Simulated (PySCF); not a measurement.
C₆H₅, charge -1, singlet, at a GFN2-xTB geometry (in this run its highest filled SCF level lies above zero, so its values depend strongly on the basis, on diffuse functions most of all), atoms displaced at random by about 0.08 Å a coordinate; PySCF with PBE0/STO-3G, gradient.

The PySCF input:
```python
from pyscf import gto, scf, dft

mol = gto.Mole()
mol.atom = '''
    C     0.119374    1.541463    0.155020
    C     1.281273    0.645549   -0.158891
    C     1.166690   -0.689042   -0.039136
    C     0.008008   -1.486309   -0.067358
    C    -1.232444   -0.619876   -0.001639
    C    -1.235038    0.679545    0.063449
    H     2.102697    1.148819   -0.003020
    H     2.194151   -1.162868   -0.000349
    H     0.065350   -2.399082   -0.123874
    H    -2.023153   -1.285426    0.053890
    H    -2.295298    1.187021   -0.107558
'''
mol.basis = 'sto-3g'
mol.charge = -1
mol.spin = 0
mol.verbose = 3
mol.build()

mf = dft.RKS(mol)
mf.xc = 'pbe0'
mf.grids.level = 5
mf.kernel()
g = mf.nuc_grad_method()
g.grid_response = False
grad = g.kernel()
```

The log (banner, timings and long lists left out):

```
converged SCF energy = -228.238497910751
--------------- RKS gradients ---------------
         x                y                z
0 C     0.0317490593     0.0241187679     0.0308562693
1 C     0.1867285408    -0.0368648646    -0.0313484578
2 C    -0.0456407070     0.0908162784     0.0190517375
3 C     0.0199351477    -0.3124335785    -0.0260141588
4 C    -0.0870515943     0.1327794501     0.0111091203
5 C    -0.0191805302    -0.1233065047     0.0132539651
6 H    -0.1228935264    -0.0503645701    -0.0095991852
7 H     0.0218059585     0.0108457202     0.0028445203
8 H    -0.0012128584     0.2295706169     0.0075813129
9 H     0.0650214472     0.0215619788     0.0044161381
10 H    -0.0492611386     0.0132764829    -0.0221511078
----------------------------------------------
```
